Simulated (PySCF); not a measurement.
Atomic charges by several schemes

Compound: C₇H₅NS.
Structure used (GFN2-xTB), in Å, numbered top down from 1:
```xyz
14
C7H5NS angstrom
S      3.7371   -1.7278   -0.2503
C      2.6950   -0.5786   -0.1956
C      1.8121    0.3829   -0.1486
C      0.3754    0.2039   -0.0363
C     -0.2158   -1.0610    0.0351
C     -1.5916   -1.1453    0.1411
N     -2.3926   -0.0923    0.1790
C     -1.8354    1.1050    0.1121
C     -0.4719    1.3133    0.0054
H      2.1716    1.4030   -0.1969
H      0.3925   -1.9520    0.0077
H     -2.0825   -2.1082    0.1992
H     -2.5216    1.9415    0.1456
H     -0.0730    2.3153   -0.0444
```

Density: PBE0/pcSseg-1 (PySCF); schemes: Mulliken, IAO, Hirshfeld and ESP-fitted. Isolated species at its GFN2-xTB geometry (one conformer only).

Problem. Atoms with like bonding are taken together and averaged. Do the Mulliken, IAO, Hirshfeld and ESP-fitted schemes agree on where the charge is highest?

Solution. The schemes don't all agree: Mulliken C6/C8 (+0.177); IAO H10 (+0.195); Hirshfeld H10 (+0.072); ESP-fitted C4 (+0.737).

Problem. Which atoms carry the lowest charge in the Mulliken, IAO, Hirshfeld and ESP-fitted schemes?

Solution. All schemes agree: Mulliken N7 (-0.412); IAO N7 (-0.287); Hirshfeld N7 (-0.169); ESP-fitted N7 (-0.730).

Problem. Tabulate the Mulliken, IAO, Hirshfeld and ESP-fitted charges.

Solution. In e; atoms taken as equivalent share a row and are averaged (×n: the atom named and its like, n in all):

| atom | environment | Mulliken | IAO | Hirshfeld | ESP-fitted |
| --- | --- | --- | --- | --- | --- |
| S1 | sulfur bonded to C | +0.063 | +0.143 | +0.011 | +0.025 |
| C2 | central carbon of cumulated double bonds | -0.021 | -0.055 | +0.041 | +0.046 |
| C3 | outer carbon of cumulated double bonds | -0.082 | -0.261 | -0.083 | -0.565 |
| C4 | substituted aromatic carbon | -0.150 | +0.041 | +0.015 | +0.737 |
| C5/C9 | aromatic CH carbon | -0.132 | -0.194 | -0.060 | -0.712 |
| C6/C8 | aromatic CH next to a ring nitrogen | +0.177 | -0.006 | +0.016 | +0.542 |
| N7 | pyridine-type nitrogen | -0.412 | -0.287 | -0.169 | -0.730 |
| H10 | hydrogen on C3 | +0.140 | +0.195 | +0.072 | +0.302 |
| H11/H14 | aromatic hydrogen | +0.083 | +0.155 | +0.048 | +0.231 |
| H12/H13 | aromatic hydrogen | +0.103 | +0.157 | +0.052 | +0.032 |

Mean size of the charges over all atoms: ESP-fitted 0.388 e, IAO 0.143 e, Mulliken 0.133 e, Hirshfeld 0.053 e. Each set sums to the total charge, 0, to within 0.001 e. The IAO scheme counts the electrons in orthogonalised intrinsic atomic orbitals, a minimal basis polarised so that it spans the occupied orbitals exactly. The Mulliken scheme gives each basis function's population to the atom it is centred on and halves the overlap population of two atoms between them.

Some averages cover members that differ in this geometry: C5/C9, Mulliken -0.151 to -0.113; H11/H14, ESP-fitted +0.215 to +0.246; C5/C9, ESP-fitted -0.725 to -0.699 e.

Problem. Sum the charges by element, for elements with more than one atom.

Solution. 
```tsv
element	atoms	Mulliken	IAO	Hirshfeld	ESP-fitted
C	7	-0.162	-0.675	-0.115	-0.122
H	5	+0.510	+0.819	+0.273	+0.827
```

Problem. How many electrons does the ESP-fitted scheme count on C9?

Solution. Its own charge is -0.725 e, so Z − q = 6.725.

Problem. How closely do the schemes follow one another over all atoms?

Solution. Correlation coefficient and root-mean-square difference: IAO with Hirshfeld 0.91, 0.110 e; Mulliken with Hirshfeld 0.85, 0.109 e; Hirshfeld with ESP-fitted 0.76, 0.430 e; Mulliken with IAO 0.75, 0.115 e; IAO with ESP-fitted 0.72, 0.377 e; Mulliken with ESP-fitted 0.66, 0.392 e.
